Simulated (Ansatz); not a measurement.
Molecular dynamics of CH$_{5}$ClSn

Input:

```yaml
crystal:
  periodic: [false, false, false]
  atoms:
    - { symbol: Sn, position_ang: [0.452837, -0.078062, 1.189474] }
    - { symbol: Cl, position_ang: [-2.348878, 0.38618, -0.941257] }
    - { symbol: C, position_ang: [0.685444, -0.109882, -0.802808] }
    - { symbol: H, position_ang: [-0.957897, 0.160603, -0.982487] }
    - { symbol: H, position_ang: [0.280989, 1.386391, 2.048044] }
    - { symbol: H, position_ang: [-0.188715, -1.4112, 2.039316] }
    - { symbol: H, position_ang: [0.886064, -1.078139, -1.278492] }
    - { symbol: H, position_ang: [1.190157, 0.744209, -1.271692] }
magnetization:
  spin_polarized: true
basis:
  gaussian: { orbitals: def2-SVP }
hamiltonian:
  xc: r2scan
  dispersion: d4
md:
  timestep: 0.5
  n_steps: 200
  ensemble: nve
  temperature: 100.0
  initial_velocities: maxwell_boltzmann
  seed: 4142
```

Run as:

```bash
$ ansatz run input.yaml --threads 4 --pin off --max-ram 5120MiB --backend cpu --events-out ev --progress --plain --runs-dir out
```

It starts at the highest image of a converged band. Of that band: Neighbouring images differ by up to 1.2 eV, so the band resolves the path poorly. A vibrational analysis at the climbing image gives one clearly imaginary mode, 148i cm⁻¹: a first-order saddle point.

Output, in part (one step line in 4, the closing report, with atoms numbered from 0):

```
md step     0: t =     0.00 fs  T =   100.0 K  F+E_penalty+E_count = -19466.13824170 eV  E_kin = 0.077556 eV  conserved = -19466.06068570 eV  (56 SCF iters)
md step     4: t =     2.00 fs  T =    89.6 K  F+E_penalty+E_count = -19466.13013265 eV  E_kin = 0.069481 eV  conserved = -19466.06065126 eV  (53 SCF iters)
md step     8: t =     4.00 fs  T =    66.7 K  F+E_penalty+E_count = -19466.11230921 eV  E_kin = 0.051722 eV  conserved = -19466.06058708 eV  (49 SCF iters)
md step    12: t =     6.00 fs  T =    50.5 K  F+E_penalty+E_count = -19466.09970950 eV  E_kin = 0.039136 eV  conserved = -19466.06057366 eV  (39 SCF iters)
md step    16: t =     8.00 fs  T =    45.4 K  F+E_penalty+E_count = -19466.09582605 eV  E_kin = 0.035212 eV  conserved = -19466.06061359 eV  (48 SCF iters)
md step    20: t =    10.00 fs  T =    40.6 K  F+E_penalty+E_count = -19466.09215142 eV  E_kin = 0.031523 eV  conserved = -19466.06062888 eV  (49 SCF iters)
md step    24: t =    12.00 fs  T =    31.5 K  F+E_penalty+E_count = -19466.08502793 eV  E_kin = 0.024444 eV  conserved = -19466.06058370 eV  (39 SCF iters)
md step    28: t =    14.00 fs  T =    28.9 K  F+E_penalty+E_count = -19466.08301404 eV  E_kin = 0.022442 eV  conserved = -19466.06057194 eV  (41 SCF iters)
md step    32: t =    16.00 fs  T =    36.1 K  F+E_penalty+E_count = -19466.08857294 eV  E_kin = 0.027970 eV  conserved = -19466.06060321 eV  (43 SCF iters)
md step    36: t =    18.00 fs  T =    45.1 K  F+E_penalty+E_count = -19466.09560583 eV  E_kin = 0.035001 eV  conserved = -19466.06060495 eV  (42 SCF iters)
md step    40: t =    20.00 fs  T =    54.1 K  F+E_penalty+E_count = -19466.10258899 eV  E_kin = 0.041976 eV  conserved = -19466.06061264 eV  (48 SCF iters)
md step    44: t =    22.00 fs  T =    60.7 K  F+E_penalty+E_count = -19466.10768418 eV  E_kin = 0.047066 eV  conserved = -19466.06061822 eV  (48 SCF iters)
md step    48: t =    24.00 fs  T =    62.8 K  F+E_penalty+E_count = -19466.10931577 eV  E_kin = 0.048692 eV  conserved = -19466.06062414 eV  (48 SCF iters)
md step    52: t =    26.00 fs  T =    58.1 K  F+E_penalty+E_count = -19466.10568060 eV  E_kin = 0.045044 eV  conserved = -19466.06063646 eV  (49 SCF iters)
md step    56: t =    28.00 fs  T =    45.8 K  F+E_penalty+E_count = -19466.09613201 eV  E_kin = 0.035550 eV  conserved = -19466.06058168 eV  (48 SCF iters)
md step    60: t =    30.00 fs  T =    41.3 K  F+E_penalty+E_count = -19466.09255579 eV  E_kin = 0.031999 eV  conserved = -19466.06055713 eV  (39 SCF iters)
md step    64: t =    32.00 fs  T =    50.8 K  F+E_penalty+E_count = -19466.09999125 eV  E_kin = 0.039381 eV  conserved = -19466.06061044 eV  (41 SCF iters)
md step    68: t =    34.00 fs  T =    60.5 K  F+E_penalty+E_count = -19466.10754135 eV  E_kin = 0.046912 eV  conserved = -19466.06062887 eV  (48 SCF iters)
md step    72: t =    36.00 fs  T =    63.3 K  F+E_penalty+E_count = -19466.10967911 eV  E_kin = 0.049057 eV  conserved = -19466.06062187 eV  (49 SCF iters)
md step    76: t =    38.00 fs  T =    61.4 K  F+E_penalty+E_count = -19466.10821129 eV  E_kin = 0.047616 eV  conserved = -19466.06059515 eV  (43 SCF iters)
md step    80: t =    40.00 fs  T =    62.8 K  F+E_penalty+E_count = -19466.10927681 eV  E_kin = 0.048689 eV  conserved = -19466.06058732 eV  (40 SCF iters)
md step    84: t =    42.00 fs  T =    68.9 K  F+E_penalty+E_count = -19466.11406855 eV  E_kin = 0.053440 eV  conserved = -19466.06062813 eV  (48 SCF iters)
md step    88: t =    44.00 fs  T =    69.0 K  F+E_penalty+E_count = -19466.11411685 eV  E_kin = 0.053478 eV  conserved = -19466.06063885 eV  (47 SCF iters)
md step    92: t =    46.00 fs  T =    59.4 K  F+E_penalty+E_count = -19466.10669602 eV  E_kin = 0.046080 eV  conserved = -19466.06061611 eV  (47 SCF iters)
md step    96: t =    48.00 fs  T =    47.9 K  F+E_penalty+E_count = -19466.09776124 eV  E_kin = 0.037186 eV  conserved = -19466.06057550 eV  (41 SCF iters)
md step   100: t =    50.00 fs  T =    46.1 K  F+E_penalty+E_count = -19466.09630401 eV  E_kin = 0.035722 eV  conserved = -19466.06058151 eV  (42 SCF iters)
md step   104: t =    52.00 fs  T =    51.7 K  F+E_penalty+E_count = -19466.10069572 eV  E_kin = 0.040064 eV  conserved = -19466.06063201 eV  (52 SCF iters)
md step   108: t =    54.00 fs  T =    51.6 K  F+E_penalty+E_count = -19466.10065796 eV  E_kin = 0.040047 eV  conserved = -19466.06061115 eV  (46 SCF iters)
md step   112: t =    56.00 fs  T =    50.1 K  F+E_penalty+E_count = -19466.09940716 eV  E_kin = 0.038827 eV  conserved = -19466.06057991 eV  (33 SCF iters)
md step   116: t =    58.00 fs  T =    54.8 K  F+E_penalty+E_count = -19466.10311997 eV  E_kin = 0.042516 eV  conserved = -19466.06060418 eV  (32 SCF iters)
md step   120: t =    60.00 fs  T =    60.5 K  F+E_penalty+E_count = -19466.10752028 eV  E_kin = 0.046902 eV  conserved = -19466.06061863 eV  (32 SCF iters)
md step   124: t =    62.00 fs  T =    61.8 K  F+E_penalty+E_count = -19466.10858769 eV  E_kin = 0.047955 eV  conserved = -19466.06063225 eV  (50 SCF iters)
md step   128: t =    64.00 fs  T =    55.2 K  F+E_penalty+E_count = -19466.10343248 eV  E_kin = 0.042811 eV  conserved = -19466.06062113 eV  (43 SCF iters)
md step   132: t =    66.00 fs  T =    44.8 K  F+E_penalty+E_count = -19466.09534555 eV  E_kin = 0.034770 eV  conserved = -19466.06057596 eV  (40 SCF iters)
md step   136: t =    68.00 fs  T =    42.3 K  F+E_penalty+E_count = -19466.09341529 eV  E_kin = 0.032825 eV  conserved = -19466.06059015 eV  (40 SCF iters)
md step   140: t =    70.00 fs  T =    45.0 K  F+E_penalty+E_count = -19466.09551988 eV  E_kin = 0.034911 eV  conserved = -19466.06060881 eV  (41 SCF iters)
md step   144: t =    72.00 fs  T =    47.9 K  F+E_penalty+E_count = -19466.09775612 eV  E_kin = 0.037164 eV  conserved = -19466.06059173 eV  (41 SCF iters)
md step   148: t =    74.00 fs  T =    54.7 K  F+E_penalty+E_count = -19466.10299753 eV  E_kin = 0.042409 eV  conserved = -19466.06058871 eV  (41 SCF iters)
md step   152: t =    76.00 fs  T =    66.8 K  F+E_penalty+E_count = -19466.11239337 eV  E_kin = 0.051804 eV  conserved = -19466.06058951 eV  (42 SCF iters)
md step   156: t =    78.00 fs  T =    83.0 K  F+E_penalty+E_count = -19466.12496986 eV  E_kin = 0.064351 eV  conserved = -19466.06061928 eV  (40 SCF iters)
md step   160: t =    80.00 fs  T =    94.6 K  F+E_penalty+E_count = -19466.13397565 eV  E_kin = 0.073331 eV  conserved = -19466.06064467 eV  (45 SCF iters)
md step   164: t =    82.00 fs  T =    95.4 K  F+E_penalty+E_count = -19466.13457429 eV  E_kin = 0.073958 eV  conserved = -19466.06061601 eV  (40 SCF iters)
md step   168: t =    84.00 fs  T =    92.7 K  F+E_penalty+E_count = -19466.13252716 eV  E_kin = 0.071919 eV  conserved = -19466.06060819 eV  (39 SCF iters)
md step   172: t =    86.00 fs  T =    88.6 K  F+E_penalty+E_count = -19466.12935458 eV  E_kin = 0.068718 eV  conserved = -19466.06063675 eV  (40 SCF iters)
md step   176: t =    88.00 fs  T =    75.9 K  F+E_penalty+E_count = -19466.11949573 eV  E_kin = 0.058870 eV  conserved = -19466.06062576 eV  (55 SCF iters)
md step   180: t =    90.00 fs  T =    57.3 K  F+E_penalty+E_count = -19466.10505626 eV  E_kin = 0.044467 eV  conserved = -19466.06058936 eV  (38 SCF iters)
md step   184: t =    92.00 fs  T =    43.9 K  F+E_penalty+E_count = -19466.09458500 eV  E_kin = 0.034019 eV  conserved = -19466.06056643 eV  (43 SCF iters)
md step   188: t =    94.00 fs  T =    41.4 K  F+E_penalty+E_count = -19466.09273716 eV  E_kin = 0.032133 eV  conserved = -19466.06060409 eV  (40 SCF iters)
md step   192: t =    96.00 fs  T =    40.2 K  F+E_penalty+E_count = -19466.09179347 eV  E_kin = 0.031170 eV  conserved = -19466.06062360 eV  (42 SCF iters)
md step   196: t =    98.00 fs  T =    36.3 K  F+E_penalty+E_count = -19466.08874037 eV  E_kin = 0.028177 eV  conserved = -19466.06056311 eV  (39 SCF iters)
md step   200: t =   100.00 fs  T =    44.4 K  F+E_penalty+E_count = -19466.09502728 eV  E_kin = 0.034444 eV  conserved = -19466.06058334 eV  (54 SCF iters)
Total energy: -19466.09503930 eV, -715.3657981011 hartree
Atom 0 at     0.492188    -0.084304     1.213168 Å, force    -0.232723     0.168386     0.159570 eV/Å
Atom 1 at    -2.483060     0.414572    -1.033698 Å, force    -0.447453     0.061437    -0.047717 eV/Å
Atom 2 at     0.735524    -0.129369    -0.750819 Å, force     0.050944    -0.081107    -0.268173 eV/Å
Atom 3 at    -1.201441     0.111169    -0.935073 Å, force     0.412995    -0.019377    -0.014747 eV/Å
Atom 4 at     0.021492     1.418680     1.876461 Å, force     0.137236    -0.074959     0.131882 eV/Å
Atom 5 at    -0.166005    -1.449340     1.968312 Å, force    -0.032287    -0.118088     0.195960 eV/Å
Atom 6 at     0.903109    -1.073644    -1.280880 Å, force     0.116115    -0.008041     0.007966 eV/Å
Atom 7 at     1.141413     0.763773    -1.233021 Å, force    -0.004826     0.071749    -0.164741 eV/Å
Dipole moment:     0.590178    -0.106188     0.395556 e Å
```

All steps were run. The conserved energy stayed within 0.017 meV per atom of its start (net change 0.013 meV per atom), so the integration is sound. A run of 0.1 ps of so small a system gives no equilibrium averages. The orbitals stay closed-shell, which can raise the energy where a bond breaks towards radicals; this wasn't checked here.

Between its relaxed ends the band would form Cl2–H4 and break Sn1–Cl2, C3–H4. These pairs go: Cl2–H4 1.41 → 1.32 Å, Sn1–Cl2 3.55 → 3.76 Å, C3–H4 1.68 → 1.96 Å. In the last frame they stand as after the step (other bonds may differ from the relaxed reactants and products). It ends as CH4Sn + ClH. Pairs count as bonded within 1.25 times the sum of covalent radii (0.12 Å more for H–H).

Last frame:

```xyz
8
Properties=species:S:1:pos:R:3
Sn 0.492 -0.084 1.213
Cl -2.483 0.415 -1.034
C 0.736 -0.129 -0.751
H -1.201 0.111 -0.935
H 0.021 1.419 1.877
H -0.166 -1.449 1.968
H 0.903 -1.074 -1.281
H 1.141 0.764 -1.233
```

The run took 24 min on 4 threads of Arm Neoverse N1, with other jobs on the host, peak memory 0.27 GiB.
